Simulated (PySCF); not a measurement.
# Electronic structure of Cl⁺ (chlorine, charge +1) at the UHF level

Configuration: [Ne] 3s2 3p4, high-spin 3P determinant. All numbers are calculated (PySCF 2.14, scalar relativity by spin-free X2C-1e, in aug-cc-pVDZ-DK).

* Total energy: -460.446024 hartree
* One-electron energy: -629.1754 hartree
* Hartree (Coulomb) energy: 196.1186 hartree
* Exchange energy: -27.3892 hartree
* ⟨S²⟩: 2.0077
* ⟨L²⟩: 2.023
* Sum of ⟨r⟩: 13.35 bohr
* Sum of ⟨r²⟩: 20.79 bohr²
* Traceless quadrupole moment −½Σ⟨3z² − r²⟩ along its main axis: -1.55 e·bohr²
* Langevin diamagnetic susceptibility: -16.5 ×10⁻⁶ cm³/mol
* Time after the integrals: 0.05 s of wall time on 1 thread of Neoverse-V2 (shared host)

| shell | electrons | mean orbital energy (eV) | spread (eV) | rms radius, mean of both spins (bohr) |
| --- | --- | --- | --- | --- |
| 1s α | 1 | -2877.5 | 0 | 0.105 |
| 1s β | 1 | -2876.8 | 0 | 0.105 |
| 2s α | 1 | -303.52 | 0 | 0.478 |
| 2s β | 1 | -302.83 | 0 | 0.478 |
| 2p α | 3 | -232.97 | 0.777 | 0.451 |
| 2p β | 3 | -231.75 | 0.518 | 0.451 |
| 3s α | 1 | -43.776 | 0 | 1.62 |
| 3s β | 1 | -36.818 | 0 | 1.62 |
| 3p α | 3 | -26.346 | 2.184 | 1.86 |
| 3p β | 1 | -23.499 | 0 | 1.86 |

Densities and radii are taken from the X2C orbitals without a picture-change correction, which distorts them close to the nucleus.
